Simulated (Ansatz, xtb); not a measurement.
**Relative energy of two isomers of C4H10N2O**

We compare X, `N[C@@H]1CO[C@H](N)C1`, a singlet, with Y, `NC1(N)CCCO1`, a singlet. Both are isolated molecules in the gas phase, relaxed with B3LYP-D3(BJ)/def2-SVP; each stands in its lowest conformer found.

Question: Estimate E(Y) − E(X) at the level CCSD(T)/def2-SVP + ΔMP2/def2-TZVPP.

Answer: Calculated at CCSD(T)/def2-SVP + ΔMP2/def2-TZVPP: E(Y) − E(X) = −0.354 eV, so structure Y lies lower.

The same difference at several levels:

```csv
level,geometry,E(Y) − E(X) (eV),departure from the last row (eV),"job, with rough time for the two"
B3LYP-D3(BJ)/def2-SVP,B3LYP-D3(BJ)/def2-SVP,−0.343,+0.011,"optimisation, 1.9 min"
HF/def2-SVP,B3LYP-D3(BJ)/def2-SVP,−0.355,−0.001,part of the CCSD(T) run
MP2/def2-SVP,B3LYP-D3(BJ)/def2-SVP,−0.438,−0.084,part of the CCSD(T) run
CCSD(T)/def2-SVP,B3LYP-D3(BJ)/def2-SVP,−0.418,−0.064,single point
CCSD(T)/def2-SVP + ΔMP2/def2-TZVPP,B3LYP-D3(BJ)/def2-SVP,−0.354,,"single point, 3.2 min"
```

As drawn, both hold the same kinds of bond in the same numbers.

The levels shown agree on the order. The largest departure from CCSD(T)/def2-SVP + ΔMP2/def2-TZVPP is that of MP2/def2-SVP, 0.084 eV. No reliable frequencies are at hand for X, so it isn't confirmed as a minimum. Levels run at GFN2-xTB geometries aren't shown. The last row adds to CCSD(T) the change of the MP2 difference between the two basis sets, here +0.064 eV.

The correlated steps freeze 7 core orbitals. Programs: Ansatz 0.2.0, xtb 6.7.1; the last row on 2 threads of Arm Neoverse V2 on a shared host.
